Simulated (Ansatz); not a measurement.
Input for Ansatz (a first-principles code): U-PBE0/def2-TZVPP on AsRu, 2S+1 = 2, a spin state set in the input, which need not be the lowest. Elements past Kr take the def2 small-core potentials; no spin–orbit coupling.

Ansatz 0.2 input:
```yaml
crystal:
  periodic: [false, false, false]
  atoms:
    - {symbol: Ru, position_ang: [0.00000000, 0.00000000, 0.00000000]}
    - {symbol: As, position_ang: [0.00000000, 0.00000000, 2.51700000]}
basis:
  gaussian:
    orbitals: def2-TZVPP
hamiltonian:
  xc: {name: PBE0}
magnetization: {spin_polarized: true, initial_magnetization: 1}
relax: {f_tol: 0.002, max_steps: 120}
```

Problem. Give the final energy of this run.

Solution. -2330.4217 hartree. Its determinant has ⟨S²⟩ = 1.64, a mixture of spin states.

Problem. How many basis functions does it have, and what does it roughly cost on one machine?

Solution. 104 functions; roughly 4 core-minutes.
